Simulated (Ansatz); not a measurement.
Stretching the In1–I4 bond in H2IIn (SMILES [InH2][I]) (multiplicity 1 held, fragments rigid). Energies count from the point at 2.700 Å.
Geometry at that point (charge 0, multiplicity 1):
```xyz
4

In    -0.7264    -1.1355     0.1996
H     -0.0696    -2.1741     1.3945
H     -2.1191    -1.2475    -0.7931
I      0.7129     1.1144    -0.1958
```

Signs of static correlation in def2-TZVPP, with CASSCF(6,4), from Ansatz (an electronic-structure program) runs.

| R (Å) | T1 of restricted CCSD | ⟨S²⟩ of UHF | largest double amplitude of restricted CCSD | weight of the CASSCF reference in MRCISD | CASSCF natural occupations |
|---|---|---|---|---|---|
| 2.160 | 0.008 | 0.000 | 0.027 | 0.902 | 2.00 2.00 1.99 0.01 |
| 2.430 | 0.009 | 0.000 | 0.043 | 0.900 | 2.00 2.00 1.99 0.01 |
| 2.700 | 0.010 | 0.000 | 0.052 | 0.898 | 2.00 2.00 1.98 0.02 |
| 2.970 | 0.011 | 0.000 | 0.048 | 0.898 | 2.00 2.00 1.97 0.03 |
| 3.240 | 0.013 | 0.000 | 0.073 | 0.897 | 2.00 2.00 1.96 0.04 |
| 3.645 | 0.018 | 0.000 | (withheld) | 0.897 | 2.00 2.00 1.92 0.08 |
| 4.050 | 0.028 | (withheld) | 0.140 | 0.897 | 2.00 2.00 1.86 0.14 |
| 4.725 | 0.059 | 0.940 | 0.227 | 0.899 | 2.00 2.00 1.60 0.41 |
| 5.400 | 0.117 | 1.002 | 0.432 | 0.900 | 2.00 2.00 1.29 0.71 |
| 6.210 | 0.196 | 1.014 | 0.857 | 0.901 | 2.00 2.00 1.10 0.90 |
| 7.290 | 0.242 | 1.016 | 1.229 | 0.901 | 2.00 2.00 1.03 0.97 |
| 8.640 | 0.240 | 1.016 | 1.299 | 0.901 | 2.00 2.00 1.00 1.00 |

Fill in the missing entries.


- 3.645, largest double amplitude of restricted CCSD: 0.106
- 4.050, ⟨S²⟩ of UHF: 0.597

Doubts at one or more of the structures used: active orbitals that take no part (SC-NEVPT2 on CASSCF(6,4)/def2-TZVPP); a restricted determinant that unrestricted orbitals would lower (R-CCSD(T)/def2-TZVPP); T1 above 0.05 (R-CCSD(T)/def2-TZVPP, U-CCSD(T)/def2-TZVPP); other coupled-cluster roots lie near (R-CCSD(T)/def2-TZVPP); a spin-contaminated determinant (U-CCSD(T)/def2-TZVPP).
